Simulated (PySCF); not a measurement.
H₂Sn, SMILES [SnH2+], charge +1, multiplicity 2.

Geometry: PBE-D3(BJ)/def2-TZVPD. The def2 effective core potentials stand for the cores of Sn; spin–orbit coupling is left out.

All values below come from PBE-D3(BJ)/def2-TZVPD in PySCF 2.14.0.

Frequencies are harmonic and unscaled.

Computed normal modes with their intensities:
| mode | ν (cm⁻¹) | IR (km/mol) | moving atoms (share of kinetic energy) |
|---|---|---|---|
| 1 | 649 | 19.7 | H 99 % |
| 2 | 1669 | 3.2 | H 100 % |
| 3 | 1766 | 5.1 | H 99 % |
